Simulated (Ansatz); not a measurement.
Cartesian coordinates (Å):
```xyz
3

Cd     0.0000     0.0000     0.0000
F      0.2644    -1.2647    -1.4155
F     -0.2644     1.2647     1.4155
```
Charge 0, spin multiplicity 1.

Calculation: Ansatz (a program for electronic structure) with frozen-core CCSD(T)/def2-TZVPP // r2SCAN-D4/def2-SVP.

The HF energy is -365.85805 Ha and the MP2 correlation energy comes out as -1.21194 Ha.

Problem. Estimate the CCSD correlation energy, the (T) correction, the total energy and the T1 diagnostic.

Solution. 
| Item | Value |
|---|---|
| CCSD correlation energy | -1.17930 Ha |
| (T) correction | -0.03330 Ha |
| CCSD(T) total energy | -367.07066 Ha |
| T1 diagnostic | 0.018 |
